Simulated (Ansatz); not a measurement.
Species: tetrafluorogermane, GeF4 (charge 0, singlet). SMILES: [F][Ge]([F])([F])[F]
Geometry: optimised at B3LYP-D3(BJ)/def2-TZVP (Ansatz, a quantum-chemistry and plane-wave program).

Parts of the frozen-core correlation energy in 6-31G (Ansatz, hartree). Frozen orbitals: 18; correlated occupied orbitals by spin: 16 and 16; virtual: 31 and 31. No spin-orbit coupling. No relativistic terms.

| term | value |
|---|---|
| reference (HF) | -2472.83281 |
| MP2 opposite-spin | -0.40622 |
| MP2 same-spin | -0.15400 |
| CCSD correlation | -0.55217 |
| (T) | -0.00861 |
| T1 diagnostic | 0.014 |
| largest doubles amplitude | 0.020 |
